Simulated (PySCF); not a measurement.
A PySCF script (with the pyscf-properties extension) for the NMR shieldings of SMILES C=C1[C@@H](O)[C@H]([SiH3])C[S@]1=O, C$_{5}$H$_{10}$O$_{2}$SSi, on a GFN2-xTB geometry:

```python
import basis_set_exchange as bse
import numpy as np
from pyscf import gto, dft
from pyscf.prop import nmr

atoms = """
C     2.843722   -0.086819    0.128964
C     1.580172    0.283914    0.069611
C     0.442983   -0.516191   -0.518477
O     0.629220   -1.903249   -0.427925
C    -0.832438   -0.019515    0.170492
Si   -2.416009   -0.672473   -0.670086
C    -0.707772    1.486176    0.198179
S     0.993905    1.818324    0.874092
O     0.931187    1.479846    2.300669
H     3.171529   -1.028292   -0.284520
H     3.590806    0.530191    0.597047
H     0.388052   -0.311042   -1.596728
H     0.731323   -2.138159    0.502612
H    -0.796313   -0.370874    1.209788
H    -2.408965   -2.130915   -0.636957
H    -3.561409   -0.139093    0.067261
H    -2.415692   -0.169990   -2.045460
H    -0.743445    1.927757   -0.796837
H    -1.430659    1.969655    0.850814
"""
names = dict.fromkeys(["C", "O", "Si", "S", "H"], "pcSseg-1")
basis = {el: gto.basis.parse(bse.get_basis(n, elements=[el], fmt="nwchem")) for el, n in names.items()}
mol = gto.M(atom=atoms, basis=basis, charge=0, verbose=0)
mf = dft.RKS(mol, xc="PBE0")
mf.grids.level = 2
mf.grids.alignment = dft.numint.BLKSIZE   # the property module wants whole blocks of grid points
mf.conv_tol = 1e-9
mf.kernel()

calc = nmr.RKS(mf)   # GIAO
C = mf.mo_coeff
Co = C[:, mf.mo_occ > 0]
resp = mf.gen_response(singlet=True, hermi=2)
def vind(x):   # induced exchange potential for any number of trial vectors
    d = np.einsum("pi,xij,qj->xpq", C, 2 * x.reshape(-1, C.shape[1], Co.shape[1]), Co, optimize=True)
    return np.einsum("xpq,pi,qj->xij", resp(d - d.transpose(0, 2, 1)), C, Co, optimize=True).ravel()
mo1, _ = nmr.rhf.solve_mo1(calc, with_cphf=vind)
sigma = calc.kernel(mo1)
for i, s in enumerate(sigma):   # ppm
    print("%2d %-2s %9.2f" % (i, mol.atom_pure_symbol(i), np.trace(s) / 3))
```

Q: What are the results?

A: 
```
 0 C      60.29
 1 C      10.88
 2 C     104.81
 3 O     268.71
 4 C     156.02
 5 Si    414.15
 6 C     130.06
 7 S     138.99
 8 O     257.31
 9 H      25.16
10 H      25.31
11 H      27.55
12 H      31.24
13 H      29.32
14 H      27.30
15 H      27.71
16 H      27.97
17 H      29.81
18 H      29.02
```

These numbers come from an equivalent density-fitted implementation of the same equations, which agrees with the script to about 0.01 ppm for H and up to a few tenths of a ppm for heavy atoms, so last digits may differ.

Q: Turn these shieldings into chemical shifts. Shifts are taken against calculated references (same method and geometry level): TMS for 13C (σ = 186.93 ppm) and 29Si (σ = 349.16 ppm) and 1H (σ = 31.72 ppm); H2O for 17O (σ = 336.08 ppm); 33S (σ = 503.73 ppm) vs CS2.

A: Averaging equivalent atoms: C 1: 176.0; C 0: 126.6; C 2: 82.1; C 6: 56.9; C 4: 30.9; O 8: 78.8; O 3: 67.4; Si 5: -65.0; S 7: 365; H 9: 6.56; H 10: 6.41; H 11: 4.17; H 14/15/16: 4.06; H 18: 2.70; H 13: 2.40; H 17: 1.90; H 12: 0.48 ppm. Experimental scales use liquid or dissolved standards, which lie at an offset from isolated H2O (liquid H2O: subtract about 36 ppm).

Size and cost of the density-fitted run: 217 basis functions, 83 s wall time on 1 thread of an Intel Xeon, shared host; peak memory 0.96 GiB.
